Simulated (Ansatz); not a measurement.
ZnTe₂. Total charge 0; triplet. Geometry r2SCAN-D4/def2-TZVPD, that of the charge -1 doublet; atoms count from 1.

Cartesian coordinates in Å:
```
Zn 0.004 0.001 -0.001
Te 0.581 -2.118 1.051
Te -0.585 2.117 -1.050
```

In the def2 sets Te takes a core potential; there is no spin–orbit coupling. The structure comes from a short search, and lower isomers may exist.

(1) Estimate the Mulliken populations from the PBE0/def2-TZVPD orbitals of Ansatz.

(2) Where does the spin sit?

(3) And the Mayer bond orders between heavy atoms (over 0.3)?

Answers

(1) 
| atom | charge (e) | spin (α − β) | d electrons |
| --- | --- | --- | --- |
| Zn1 | 0.04 | -0.09 | 10.05 |
| Te2 | -0.02 | 1.05 | – |
| Te3 | -0.02 | 1.05 | – |
Mulliken values depend strongly on the basis. With diffuse functions, as here, like atoms can get unlike values, and bond orders can come out too low or too high.

(2) Summed by element: Zn -0.09, Te 2.09, of 2 unpaired in all. Largest on single atoms: Te3 1.05, Te2 1.05, Zn1 -0.09.

(3) Zn1–Te2 1.16 (2.43 Å); Zn1–Te3 1.16 (2.43 Å).
